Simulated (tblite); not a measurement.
Species: C5H9ClSi.
Geometry (GFN2-xTB, Å), atoms numbered from 1 in this order:
```
atom  x, y, z in Å
Cl1   -1.5123    2.9272    0.4477
C2    -0.5821    1.4648    0.2109
C3     0.6865    1.5387   -0.1611
Si4    1.7384    0.0000   -0.3765
C5     0.5430   -1.4036    0.0844
C6    -0.8847   -1.0065   -0.2788
C7    -1.3628    0.2206    0.4969
H8     1.1259    2.5106   -0.3293
H9     2.9006    0.0337    0.5180
H10    2.1792   -0.1175   -1.7723
H11    0.8007   -2.3299   -0.4290
H12    0.5906   -1.6180    1.1531
H13   -0.9459   -0.7978   -1.3491
H14   -1.5679   -1.8329   -0.0631
H15   -1.3022    0.0149    1.5714
H16   -2.4145    0.4048    0.2653
```

All values are computed: GFN2-xTB (tblite) harmonic vibrations without scaling, gas phase. The method is semi-empirical: single wavenumbers can be off by several per cent or more. Modes of hydrogen on silicon can be 10 to 20 % off. One conformer, not necessarily the lowest.

Harmonic wavenumbers (cm⁻¹): 68.7, 146.3, 241.6, 270.5, 299.8, 332.8, 419.0, 460.2, 507.5, 551.6, 650.9, 690.0, 737.0, 773.2, 783.3, 813.3, 826.2, 902.0, 915.3, 999.0, 1016.8, 1103.8, 1135.7, 1182.0, 1228.6, 1237.1, 1303.0, 1338.9, 1349.9, 1459.1, 1483.7, 1496.8, 1662.6, 2215.2, 2231.3, 2929.2, 2950.2, 2973.7, 2978.5, 2982.9, 2997.9, 3072.9.

A = 3379, B = 1150, C = 894.8 MHz; mass 132.016 u (most abundant isotopes); point group C1, symmetry number 1.

Question: Zero-point energy?

Answer: Half the sum of the wavenumbers: 26859 cm⁻¹ = 321.30 kJ/mol.

Question: What is S at 298.15 K and 1 bar for an ideal gas of classical rigid rotors and harmonic oscillators?

Answer: Translation 169.75, rotation 120.98, vibration 76.94: S = 367.7 J/(mol K).

Question: And Cp and H(298.15 K) − H(0)?

Answer: Cp = 135.65 J/(mol K), of which vibrations give 102.39 (their classical limit is 42 R = 349.2); H(298.15 K) − H(0) = 23.41 kJ/mol without the zero-point energy, 13.50 from vibrations.

Question: Which modes carry the vibrational entropy at 298.15 K?

Answer: 68.7 cm⁻¹: 17.53; 146.3 cm⁻¹: 11.38; 241.6 cm⁻¹: 7.49; 270.5 cm⁻¹: 6.67; 299.8 cm⁻¹: 5.93; 332.8 cm⁻¹: 5.22 J/(mol K); the other 36 give 22.72 together.

Question: What must be added to the electronic energy to get the Gibbs energy at 298.15 K and 1 bar?

Answer: ZPE + [H(298.15 K) − H(0)] − T·S = 321.30 + 23.41 − 109.62 = 235.09 kJ/mol.

Question: Blend soft modes into free rotors: weight 1/[1 + (100 cm⁻¹/ν̃)⁴] for the oscillator and the rest for a rotor with moment μB/(μ + B), μ = h/(8π²ν), B = 10⁻⁴⁴ kg m². What vibrational entropy results?

Answer: 73.57 J/(mol K) in place of 76.94, which changes −T·S at 298.15 K by +1.01 kJ/mol.

Question: How do the functions run with temperature in this model?

Answer: 
| T (K) | S (J/(mol K)) | Cp (J/(mol K)) | H − H(0) (kJ/mol) | G − H(0) (kJ/mol) | ln q(vib) |
| --- | --- | --- | --- | --- | --- |
| 100 | 270.0 | 58.4 | 4.33 | -22.68 | 0.67 |
| 200 | 321.9 | 96.3 | 12.02 | -52.35 | 2.11 |
| 300 | 368.5 | 136.4 | 23.67 | -86.89 | 3.84 |
| 500 | 454.9 | 203.4 | 58.05 | -169.39 | 7.71 |
| 800 | 565.4 | 265.9 | 129.32 | -322.99 | 13.64 |
| 1000 | 627.7 | 292.5 | 185.30 | -442.43 | 17.40 |

q(vib) and H(0) count from the zero-point level.

Hindered rotation and anharmonicity are outside this model. Other conformers, if any are populated, would add a mixing term that is left out. The structure is chiral; the term R ln 2 for an equal mix with its mirror image is left out.
